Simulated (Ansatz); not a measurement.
Gas-phase electronic energies from Ansatz, PBE0-D4/def2-TZVP geometries. CBS: MP2 limit from def2 TZ/QZ plus the TZ coupled-cluster correction, frozen cores. This one scheme is used for every species. One conformer a species, not always the lowest.

Consider the cleavage of the P–Si bond: `CO[SiH2]P` + `N[SiH3]` → `[SiH3]NP` + `CO[SiH3]`.

| level | ΔE (kcal/mol) |
| --- | --- |
| MP2/def2-QZVPP | 9.0 |
| SCS-MP2/def2-QZVPP | 7.5 |

Question: What does CCSD(T)/CBS give? (Estimate.)

Answer: Computed: +9.5 kcal/mol. The listed levels differ from it by -0.5, -2.0 kcal/mol.

Largest T1 diagnostic among the species: 0.012.

From PBE to PBE0 (25 % exact exchange), in def2-TZVPP and without D4, ΔE moves by −0.8 kcal/mol. In def2-TZVPP, CCSD(T) changes the Hartree–Fock value by +4.1 kcal/mol (the triples alone add +0.6 kcal/mol) and MP2 by +3.8 kcal/mol.
